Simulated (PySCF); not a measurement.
Species: C5H4N2S.
SMILES with atom numbers: `[CH3:1][C:2]#[C:3][c:4]1[cH:5][n:6][s:7][n:8]1` (hydrogens: H9, H10, H11 on C1; H12 on C5)

Structure used (GFN2-xTB), in Å, numbered top down from 1:
```xyz
12
C5H4N2S angstrom
C     -2.8049   -0.1148    0.1752
C     -1.3636   -0.1216    0.1715
C     -0.1601   -0.1258    0.1666
C      1.2449   -0.1216    0.1500
C      2.0577    0.5738   -0.7885
N      3.3373    0.4085   -0.5771
S      3.5384   -0.5587    0.7170
N      1.9703   -0.7864    1.0347
H     -3.1807   -0.5157   -0.7660
H     -3.1712    0.9044    0.2967
H     -3.1773   -0.7261    0.9964
H      1.7104    1.1832   -1.6025
```

Theory: TDDFT PBE0/def2-SVPD, vertical, gas phase, core orbitals frozen in the response (PySCF 2.14.0, density-fitted response routines).

Ground-to-excited transition dipoles (e·a0, same axes as the geometry; the sign carries no meaning), for the states with f of 0.002 or more among the lowest 6:

| state | E (hartree) | μx | μy | μz |
| --- | --- | --- | --- | --- |
| S2 | 0.1762 | 1.464 | -0.279 | 0.362 |
| S5 | 0.2191 | 0.673 | 0.142 | -0.196 |
| S6 | 0.2240 | 0.000 | -0.118 | -0.088 |

(1) What oscillator strength does each state have?

(2) Label these states by symmetry in Cs.

(3) Which bond between heavy atoms lies closest to the direction of the S2 transition dipole?

(4) What angle do the transition dipoles of S2 and S5 make?

(5) How is the summed strength of these states shared among x, y and z?

(6) What peak molar absorption coefficient would the strongest computed level give as a lone Gaussian band 0.3 eV wide at half height?

Answers

(1) f = (2/3) ΔE |μ|² with ΔE in hartree (27.2114 eV).

| state | \|μ\|² (au) | \|μ\| (D) | f |
| --- | --- | --- | --- |
| S2 | 2.353 | 3.90 | 0.276 |
| S5 | 0.511 | 1.82 | 0.075 |
| S6 | 0.022 | 0.37 | 0.003 |

(2) From a totally symmetric ground state, an allowed state transforms like the component of the dipole operator along its μ. Polarised normal to the mirror plane, so A″: S6. Polarised in the mirror plane, so A′: S2 and S5.

(3) C5–N6, at 5° from it; next C1–C2, C2–C3 and C3–C4 at 17°.

(4) |cos θ| = |μa·μb| / (|μa| |μb|) = 0.80, so θ ≈ 37° (taken between 0 and 90°, since the signs are arbitrary).

(5) (2/3) Σ ΔE μα² gives 0.318 for x, 0.014 for y and 0.022 for z, 0.354 in all.

(6) ε(max) = 2.175×10⁸ f / FWHM, with the width in cm⁻¹. S2: 2.175×10⁸ × 0.2764 / 2420 ≈ 25000 L mol⁻¹ cm⁻¹.
